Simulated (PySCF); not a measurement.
# Electronic structure of Tm (thulium, neutral) at the UHF level

Configuration: [Xe] 4f13 5d1 6s1, one real determinant (an excited configuration). Calculation: PySCF 2.14, in x2c-TZVPPall (11s7p7d4f2g, 113 functions); scalar relativity by spin-free X2C-1e.

```json
{
  "Total energy": "-13562.181345 hartree",
  "One-electron energy": "-18624.2928 hartree",
  "Hartree (Coulomb) energy": "5347.2367 hartree",
  "Exchange energy": "-285.1252 hartree",
  "⟨S²⟩": "3.7519",
  "⟨L²⟩": "18.027",
  "Sum of ⟨r⟩": "44.21 bohr",
  "Sum of ⟨r²⟩": "78.77 bohr²",
  "Traceless quadrupole moment −½Σ⟨3z² − r²⟩ along its main axis": "-5.69 e·bohr²",
  "Langevin diamagnetic susceptibility": "-62.4 ×10⁻⁶ cm³/mol"
}
```

```tsv
shell	electrons	mean orbital energy (eV)	spread (eV)	rms radius, mean of both spins (bohr)
1s α	1	-59685.5	0	0.0227
1s β	1	-59685.5	0	0.0227
2s α	1	-10198.4	0	0.0917
2s β	1	-10198.3	0	0.0917
2p α	3	-9019.6	0.287	0.0829
2p β	3	-9019.5	0.245	0.0829
3s α	1	-2346.9	0	0.235
3s β	1	-2346.1	0	0.235
3p α	3	-1981.8	1.623	0.236
3p β	3	-1980.8	0.784	0.236
3d α	5	-1519.5	1.610	0.216
3d β	5	-1518.5	0.728	0.216
4s α	1	-489.54	0	0.530
4s β	1	-487.50	0	0.530
4p α	3	-366.79	2.605	0.563
4p β	3	-364.60	0.540	0.563
4d α	5	-198.80	3.022	0.619
4d β	5	-195.97	2.734	0.619
5s α	1	-64.162	0	1.34
5s β	1	-63.127	0	1.34
5p α	3	-33.206	1.237	1.60
5p β	3	-32.188	0.053	1.60
4f α	7	-13.403	2.993	0.887
4f β	6	-11.986	2.010	0.887
6s α	1	-5.679	0	4.59
5d α	1	-2.982	0	4.61
```

⟨L²⟩ = 18.03 against 30 for a pure H term, so this real determinant mixes terms. Spin-orbit coupling, absent here, splits the open shell strongly.

Densities and radii are taken from the X2C orbitals without a picture-change correction, which distorts them close to the nucleus.

Spin-orbit constants ζ (cm⁻¹) from the X2C one-electron operator on these orbitals: bare nucleus, nucleus screened by l(l+1)(2l+1)/3 electrons, and screened by the Breit-Pauli mean field of the electrons.

```csv
shell,bare,screened nucleus,mean field
2p,5018000,4872000,n/a
3p,1070000,1039000,n/a
3d,167500,143200,n/a
4p,237700,230800,n/a
4d,31410,26850,n/a
4f,4681,2781,n/a
5p,26950,26170,n/a
5d,489.0,418.1,n/a
```

To first order the Landé constant is A = -500.5 cm⁻¹, so the lowest level has J = 13/2 and lies 0.465 eV below the centre of the term. This holds in LS coupling only.
